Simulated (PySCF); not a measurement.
PBE on Hf (hafnium, neutral), [Xe] 4f14 5d1 6s2 7s1, high-spin 3D determinant (an excited configuration). All numbers are calculated (PySCF 2.14, the spin-free X2C one-electron Hamiltonian (Gaussian nucleus), in x2c-TZVPPall with one added diffuse shell each of s, p, d, f type (12s8p8d4f1g, 113 functions)).

```
cycle= 1 E= -15078.3936244983  delta_E= -0.0339  |g|= 0.382  |ddm|= 1.19
cycle= 2 E= -15078.3856216975  delta_E= 0.008  |g|= 0.497  |ddm|= 0.643
cycle= 3 E= -15078.4134375516  delta_E= -0.0278  |g|= 0.0138  |ddm|= 0.352
cycle= 4 E= -15078.4142570995  delta_E= -0.00082  |g|= 0.0158  |ddm|= 0.162
cycle= 5 E= -15078.4144766178  delta_E= -0.00022  |g|= 0.00602  |ddm|= 0.091
cycle= 6 E= -15078.4145194037  delta_E= -4.28e-05  |g|= 0.000528  |ddm|= 0.0716
cycle= 7 E= -15078.41452049  delta_E= -1.09e-06  |g|= 0.000172  |ddm|= 0.0093
cycle= 8 E= -15078.414521015  delta_E= -5.25e-07  |g|= 8.9e-05  |ddm|= 0.0075
cycle= 9 E= -15078.4145211738  delta_E= -1.59e-07  |g|= 3.62e-05  |ddm|= 0.00431
cycle= 10 E= -15078.4145211988  delta_E= -2.5e-08  |g|= 3.76e-06  |ddm|= 0.00227
cycle= 11 E= -15078.4145211993  delta_E= -4.82e-10  |g|= 1.02e-06  |ddm|= 0.00032
converged SCF energy = -15078.4145211993  <S^2> = 2.4847173  2S+1 = 3.3073961
```

Highest occupied orbital energy: -1.559 eV; ⟨L²⟩ = 7.83; populations by l: s 12.70, p 24.00, d 21.30, f 14.00.

(1) Can this result be used?

Results:

(1) Not for this state. The calculation finished and met its thresholds. ⟨L²⟩ = 7.83 against 6 for a pure D term, so this real determinant mixes terms. Spin-orbit coupling, absent here, splits the open shell strongly. ⟨S²⟩ = 2.48 against 2.00 shows spin contamination. The outer electron is Rydberg-like, and this basis confines it to a smaller radius and binds it less than a complete one would. The s, p, d and f populations moved away from the nominal configuration during the SCF.
